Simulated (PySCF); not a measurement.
Compound: 4-fluorostyrene, C₈H₇F.
Numbering: `[CH2:1]=[CH:2][c:3]1[cH:4][cH:5][c:6]([F:7])[cH:8][cH:9]1` (hydrogens: H10, H11 on C1; H12 on C2; H13 on C4; H14 on C5; H15 on C8; H16 on C9)

The calculation used PBE0-D3(BJ)/def2-SVP geometry optimisation, gas phase in PySCF.

(1) What internal coordinates does the optimisation give?

Results:

(1) 
```json
{"bond": "C1=C2", "length (bohr)": "2.529", "order": "double"}
{"bond": "C2–C3", "length (bohr)": "2.773", "order": "single"}
{"bond": "C3–C4, C3–C9", "length (bohr)": "2.654", "order": "aromatic"}
{"bond": "C4–C5, C8–C9", "length (bohr)": "2.627", "order": "aromatic"}
{"bond": "C5–C6, C6–C8", "length (bohr)": "2.627", "order": "aromatic"}
{"bond": "C6–F7", "length (bohr)": "2.516", "order": "single"}
{"bond": "C1–H10", "length (bohr)": "2.064", "order": "single"}
{"bond": "C1–H11", "length (bohr)": "2.066", "order": "single"}
{"bond": "C2–H12", "length (bohr)": "2.071", "order": "single"}
{"bond": "C4–H13, C9–H16", "length (bohr)": "2.065", "order": "single"}
{"bond": "C5–H14, C8–H15", "length (bohr)": "2.062", "order": "single"}
```

Bonds in one row agree within 0.02 bohr and their mean is given. Orders are formal, as drawn. A selection of angles:
```json
{"angle": "C1–C2–C3", "degrees": "127.4"}
{"angle": "C2–C3–C4", "degrees": "119.2"}
{"angle": "C2–C3–C9", "degrees": "123.0"}
{"angle": "C4–C3–C9", "degrees": "117.8"}
{"angle": "C3–C4–C5", "degrees": "121.7"}
{"angle": "C4–C5–C6", "degrees": "118.8"}
{"angle": "C5–C6–F7", "degrees": "119.5"}
{"angle": "C5–C6–C8", "degrees": "121.4"}
```

Dihedral angles: C1–C2–C3–C4 180° (antiperiplanar).

The 8 C–C bonds span 1.338 Å (C1=C2, drawn double) to 1.468 Å (C2–C3, drawn single), a spread of 0.130 Å. Of the pairs four or more bonds apart, H11···H16 is among the closest relative to their van der Waals radii: 2.18 Å, 91 % of the sum of Bondi's values. The 9 heavy atoms lie in one plane (0.002 Å rms). The 6-membered ring C3–C4–C5–C6–C8–C9 has internal angles of 117.8° to 121.7°; it is planar, 0.00 Å rms from its mean plane, widest ring torsion 0°.

Point group: Cs (tolerance 0.08 Å). Stationary, but not proved a minimum. One conformer, not necessarily the lowest.
